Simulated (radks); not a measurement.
The numbers below are computed, except where a source is named.
Correlation energies from several functionals, in hartree. Species: Bi4+ [Xe] 4f14 5d10 6s1; H 1s1; Hg [Hg]; As3+ [Ar] 3d10 4s2; I2+ [Kr] 4d10 5s2 5p3. Level of theory: non-relativistic Kohn-Sham, exchange-only LDA, spin-polarised, spherical densities, point nucleus (a radial shooting solver on a logarithmic mesh with Libxc functionals). Every spin shell is full or empty, so the densities are truly spherical. Functionals are evaluated on that one density, not self-consistently.

functional     Bi4+           H       Hg     As3+      I2+
PW92        -8.4669   -0.021565  -8.3188  -2.8153  -4.9514
PZ          -8.4741   -0.021704  -8.3257  -2.8121  -4.9481
Wigner      -4.2915           0  -4.3252  -1.6099  -2.6697
Chachiyo    -8.3778   -0.021607  -8.2271  -2.7752  -4.8865
PBEsol      -5.5658  -0.0075997  -5.4844  -1.6907  -3.1231
LYP         -4.3754           0  -4.3429  -1.4963  -2.6044
P86         -5.5860  -0.0026443  -5.5063  -1.6793  -3.1304
AM05        -7.9892   -0.018837  -7.8373  -2.5974  -4.6194
OP (B88)    -4.3036           0  -4.2538  -1.4454  -2.5254
TPSS        -4.9744           0  -4.8970  -1.4789  -2.7598
revTPSS     -5.0116           0  -4.9400  -1.5003  -2.7917
SCAN        -4.9931           0  -4.9435  -1.4887  -2.7580
r2SCAN      -5.0075           0  -4.9593  -1.4994  -2.7755
B95         -6.2113           0  -6.0705  -1.7965  -3.3817
Tao-Mo      -4.8704           0  -4.7892  -1.4105  -2.6674
